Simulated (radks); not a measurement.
Values are calculated unless marked as measured or tabulated.
Q: The mean radii <r> (bohr) of the occupied orbitals of an atom or ion are listed with their occupations. Code: a radial shooting solver on a logarithmic mesh with Libxc functionals. Model: scalar-relativistic Kohn-Sham, r2SCAN, spin-polarised, spherical densities, finite nucleus; meta-GGA in the generalised Kohn-Sham scheme; Fermi nuclear charge, rms radius of each element as measured or else 0.836 A^(1/3) + 0.57 fm.

orbital  occ.      <r>
1s up       1  0.01687
1s down     1  0.01687
2s up       1  0.07069
2s down     1  0.07062
2p up       3  0.06376
2p down     3  0.06368
3s up       1   0.1744
3s down     1   0.1748
3p up       3   0.1733
3p down     3   0.1737
3d up       3   0.1543

Name the element and its charge. Open shells, if any, are filled with parallel spins first.

A: Z = 79, gold, charge +58: Au58+ in [Ar] 3d3. The 1s radius gives Z: for a bare nucleus <r> = (2 gamma + 1)/(2Z) with gamma = sqrt(1 - (Z/c)^2), 0.01667 bohr for Z = 79, and screening makes it slightly larger (0.01687 here). The occupations add up to 21, and the charge is Z minus that.
